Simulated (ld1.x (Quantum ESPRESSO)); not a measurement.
## PBE TM dataset for hafnium, fully relativistic all-electron reference.

Hf (Z = 72), norm-conserving Troullier–Martins (Kleinman–Bylander form), made with ld1.x (Quantum ESPRESSO) 7.5 (PBE, fully relativistic). Core [Xe] 4f14, reference 5d3 6s1 6p0. Waves: 6s (bound): rc 2.55 bohr; 6p (bound, empty): rc 4.05 bohr; 5d (bound): rc 2.05 bohr. Local part: all-electron potential smoothed inside 3.50 bohr (lloc = -1). Core correction: Bessel-smoothed model core inside 2.00 bohr.

Open shells are filled in proportion to 2j + 1 (rel_dist='average').

Poles of the logarithmic derivatives, all-electron (AE) and pseudo (PS). s: poles at -0.0, 2.7 (AE) and -0.0, 1.8, 3.3 (PS) Ry. p1/2: poles at 0.5, 3.4 (AE) and 0.5, 2.2, 4.9 (PS) Ry. p3/2: poles at 0.7, 3.7 (AE) and 0.6, 2.1, 4.9 (PS) Ry. d3/2: poles at -0.1, 1.8 (AE) and -0.1, 2.0 (PS) Ry. d5/2: poles at -0.0, 1.9 (AE) and -0.0, 2.0 (PS) Ry. Test radius 4.39 bohr.

- Cutoffs needed: 25 Ry and 30 Ry (the cutoffs (Ry, on a coarse ladder) from which the occupation-weighted sum of valence levels, in a spherical-Bessel basis at the reference potential, stays within 10 and 1 mRy of its value at 400 Ry)
- Ghost test: no extra level below or beside the all-electron valence levels (s, p1/2, p3/2, d3/2, d5/2, f tested) (spherical-Bessel basis up to 400 Ry, 20 bohr box)
- Largest excitation error: -243 meV (all-electron minus pseudo) for 5d1 6s2 6p1, out of 7 test configurations
